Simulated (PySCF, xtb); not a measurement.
Cl2FHNTa, SMILES [F][Ta]([Cl])(=[NH])[Cl], multiplicity 1.

GFN2-xTB run with xtb at its own geometry gives an orbital gap of 3.05 eV and a dipole moment of 1.56 D.

Geometry: B3LYP-D3(BJ)/def2-SVP. The spin state was assumed, not searched. The structure was generated by enumeration; whether it is a known compound was not checked. The def2 effective core potentials stand for the cores of Ta; spin–orbit coupling is left out.

Q: What does PBE/def2-TZVP (PySCF) give? (An estimate is asked for; the answer gives what the named calculation found.)

A: gap 4.24 eV (levels -7.24 and -3.00 eV), dipole 1.00 D.
